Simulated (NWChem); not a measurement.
Molecule: CuPH3I; SMILES [PH3]->[Cu][I]

Program: NWChem. All runs use the structure optimised with PBE0/def2-SVP. def2 effective core potentials on I; no spin-orbit coupling. Vertical excitations in the gas phase; the lowest state need not have the same character in each row.

**Question.** Among these, which level gives the lowest value of “lowest excitation, singlet (eV)”?
(A) BHandHLYP/def2-SVP, TDA
(B) B3LYP/def2-SVP, TDA
(C) PBE/def2-SVP, TDA
(D) Hartree-Fock/def2-SVP, CIS

**Answer.** C, PBE/def2-SVP, TDA. Values: PBE/def2-SVP, TDA 3.68; B3LYP/def2-SVP, TDA 4.32; BHandHLYP/def2-SVP, TDA 5.02; Hartree-Fock/def2-SVP, CIS 5.88
